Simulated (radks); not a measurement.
Results of a calculation; reference values are marked as such.
F2+, configuration [He] 2p(up 2, down 2) 2s(up 1, down 0) (spins set by hand, not the high-spin state).

Level of theory: non-relativistic Kohn-Sham, BLYP, spin-polarised, spherical densities, point nucleus (a radial shooting solver on a logarithmic mesh with Libxc functionals).

Energy parts (hartree):
part                      energy
total                  -96.95246
kinetic                 96.76254
electron-nucleus      -222.24785
Hartree                 37.68286
exchange-correlation    -9.15002

Orbitals (lengths in bohr, moments of r in powers of bohr; <r^-3> diverges for s and p1/2; r(max) is where P^2 peaks):
orbital  occ.  eigenvalue (hartree)  <r^-3>     <r>  r(max)     <r^4>
1s up       1             -26.09503       -  0.1764  0.1144  0.004602
1s down     1             -26.05488       -  0.1764  0.1145  0.004598
2s up       1              -2.52602       -  0.9182  0.7360     1.862
2s down     0              -2.42998       -  0.9282  0.7390     1.973
2p up       2              -1.83005   10.42  0.8960  0.6529     2.230
2p down     2              -1.74395   10.34  0.9086  0.6528     2.421

The highest occupied level is 2p down at -47.455 eV. The configuration is held as typed, so some empty levels lie below it. Virial ratio -V/T = 2.00196. The electron density at the nucleus is 441.6 e/bohr^3.
